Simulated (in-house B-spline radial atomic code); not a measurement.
The numbers below are computed, except where a source is named.
**Two electrons in InAs: a parabolic dot with ħω = 10.6 meV in all three directions**

For InAs the NSM archive of the Ioffe Institute lists m* = 0.023 m0 and ε = 15.15. In so narrow a gap the band flattens within tens of meV, so real spacings are smaller, by up to some tenths.

Effective-mass model with parabolic bands, a uniform dielectric constant, no image charges, no central-cell or spin-orbit terms. Two-electron levels come from full CI in B-splines with partial waves to l = 5 (up to 0.001 effective hartree above the limit).

(1) What are the effective units, and what is the potential in them?

In these units the lowest s and p orbitals lie at 5.8200 and 9.7000, and their Coulomb and exchange integrals are J_ss = 1.5716, J_sp = 1.3097 and K_sp = 0.2619. (For a parabolic well J_ss = √(2ω/π).) Full CI gives 13.1395 for the ground singlet, 16.5505 for the sp triplet, 17.0199 for the sp singlet and 20.4305 for the lowest triplet of two s orbitals.

(2) What does it cost to add the second electron, to first order and exactly?

(3) How far above the singlet do the triplets lie?

Results:

(1) Ha* = 27211.386 meV × 0.023/15.15² = 2.727 meV and a* = 0.0529177 nm × 15.15/0.023 = 34.86 nm. The frequency is ω = 3.88 Ha*. The one-electron levels are 3ω/2 = 5.8200 and 5ω/2 = 9.7000 Ha*.

(2) To first order E = 2ε_s + J_ss = 13.2117, so the charging energy E(2) − 2E(1) is J_ss = 4.286 meV. CI gives 13.1395 − 2 × (5.8200) = 1.4995, or 4.089 meV: relaxation and correlation lower it by 0.1967 meV, 4.6 % of J_ss. The s² configuration of one-electron orbitals holds 99.3 % of the state, and the mean radius is 20.7 nm.

(3) To first order the sp triplet lies at ε_s + ε_p + J_sp − K_sp = 16.5678, which is 9.151 meV above 2ε_s + J_ss. CI gives 16.5505 − (13.1395) = 3.4110, or 9.301 meV, 88 % of the orbital spacing of 10.58 meV. The ss triplet lies 19.88 meV up, so the lower of the two is the sp one, and its gap equals k_BT at 108 K. The sp singlet-triplet splitting is 1.28 meV, against 2K_sp = 1.429 meV. The sp singlet lies ħω above the ground state (3.8804 against 3.88), as Kohn's theorem demands for a parabolic well.
